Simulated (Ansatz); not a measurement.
`[F][Ga]([F])[F]` + H₂O → `[OH][Ga]([F])[F]` + H–F at 500 K and 1 bar (formal hydrolysis of a Ga–F bond).

Isolated molecules relaxed with PBE0-D4/def2-TZVP in Ansatz; ΔE leaves out vibrations. CCSD(T)/CBS is the MP2 limit (def2-TZVPP, def2-QZVPP) plus CCSD(T) − MP2 in def2-TZVPP, frozen cores. This one scheme is used for every species. For Ga outer-core shells are correlated without core-valence functions, which leaves a few kJ/mol of doubt a bond. Scalar relativity is left out up to krypton. Each species was taken in one conformer, which may not be the lowest.

```csv
species,CCSD(T)/CBS energy (Eh),H − E (kJ/mol),S (J/(mol·K))
`[F][Ga]([F])[F]`,-2223.43412,46.1,329.3
H₂O,-76.37941,73.2,206.3
`[OH][Ga]([F])[F]`,-2199.41346,80.0,355.7
H–F,-100.39570,39.4,188.7
```

H − E and S are ideal-gas, rigid-rotor, harmonic terms from PBE0-D4/def2-TZVP, for one conformer and one mirror image of each species. 1 Eh = 2625.50 kJ/mol, R = 8.31446 J/(mol·K).

**Question.** By hand: ΔE, ΔH, ΔS and ΔG.

**Answer.** ΔE = (-2199.41346) + (-100.39570) − (-2223.43412) − (-76.37941) = 0.00437 Eh = 11.5 kJ/mol. Δ(H − E) = 80.0 + 39.4 − 46.1 − 73.2 = 0.1, so ΔH = 11.6 kJ/mol. ΔS = 355.7 + 188.7 − 329.3 − 206.3 = 8.8 J/(mol·K). ΔG = 11.6 − 500 × (8.8)/1000 = 7.2 kJ/mol.

**Question.** By hand: the equilibrium constant, and the temperature at which ΔG would vanish if ΔH and ΔS stayed fixed.

**Answer.** log₁₀ K = −ΔG/(RT ln 10) = -0.8. ΔG = 0 at ΔH/ΔS = 1318 K, though so small a ΔS makes that figure unsure.

TΔS isn't small against ΔH here. A doubt of 5 kJ/mol in ΔE shifts log₁₀ K by 0.5 here. Other conformers and mirror images would add mixing entropy, several J/(mol·K) or more a flexible species. These are equilibria of isolated gas molecules and say nothing of rates. Largest T1 diagnostic: 0.015 (customary marks: 0.02 for closed shells, 0.045 for open ones).
